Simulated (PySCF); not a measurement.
## Dipole response of Pr+ (praseodymium, charge +1)

[Xe] 4f3 6s1, one real determinant. Computed with PySCF 2.14 in ANO-RCC-VTZP (8s7p5d3f2g1h, 104 functions), with the spin-free X2C one-electron Hamiltonian (Gaussian nucleus). Coupled (time-dependent) response in atomic units; α is the mean over directions. The basis has no added diffuse functions, which lowers α and C₆.

```json
{"method": "UHF", "mean α (bohr³)": "145.0", "α xx, yy, zz": "145.7, 145.7, 143.4", "C₆ (like pair)": "1591", "S(−4)": "17730"}
```

S(−4) is the Cauchy moment in α(ω) = α(0) + S(−4) ω² + …

Spin-orbit coupling is absent.

α(iu) at UHF:

```json
{"u (hartree)": "0", "α(iu) (bohr³)": "145.0"}
{"u (hartree)": "0.0500", "α(iu) (bohr³)": "111.9"}
{"u (hartree)": "0.100", "α(iu) (bohr³)": "68.98"}
{"u (hartree)": "0.200", "α(iu) (bohr³)": "31.17"}
{"u (hartree)": "0.300", "α(iu) (bohr³)": "19.14"}
{"u (hartree)": "0.500", "α(iu) (bohr³)": "11.14"}
{"u (hartree)": "0.750", "α(iu) (bohr³)": "7.471"}
{"u (hartree)": "1.00", "α(iu) (bohr³)": "5.526"}
{"u (hartree)": "1.50", "α(iu) (bohr³)": "3.426"}
{"u (hartree)": "2.00", "α(iu) (bohr³)": "2.351"}
{"u (hartree)": "3.00", "α(iu) (bohr³)": "1.332"}
{"u (hartree)": "5.00", "α(iu) (bohr³)": "0.6216"}
```

A single London oscillator, α(iu) = α/(1 + u²/ω²), gives C₆ = (3/4) ω α². Matching the computed C₆ needs ω = 4 × 1591 / (3 × 145.0²) = 0.101 hartree.

For an ion, C₆ is the dispersion term alone; charge-induced terms of lower order in 1/R come first.

The components differ because the open shell of this determinant is not spherical; for a pure term their mean is the scalar polarisability.

⟨L²⟩ = 34.03 against 42 for a pure I term, so this real determinant mixes terms. Spin-orbit coupling, absent here, splits the open shell strongly.
